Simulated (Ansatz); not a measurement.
`B1CSC1`. The species carries charge 0 and has multiplicity 1.

```xyz
9

B     0.4051   -0.5757    0.3735
C     0.2255   -0.2932   -1.1609
S    -0.8062    1.1618   -0.7500
C    -0.4477    0.6069    0.9570
H     1.0188   -1.4373    0.9348
H     1.1414   -0.0495   -1.7080
H    -0.3037   -1.0662   -1.7266
H     0.1038    1.3379    1.5562
H    -1.3370    0.3154    1.5242
```

(1) What are the harmonic wavenumbers in cm⁻¹ at PBE0-D4/def2-TZVP (Ansatz, finite differences of forces, unscaled)? (Best estimate.)

(2) Is this a minimum?

Answers

(1) Ansatz gave: 66i, 498, 529, 537, 703, 767, 842, 889, 898, 972, 1080, 1097, 1172, 1191, 1389, 1410, 2617, 3053, 3057, 3097, 3099.

(2) No: 1 imaginary mode, so it is a saddle point.
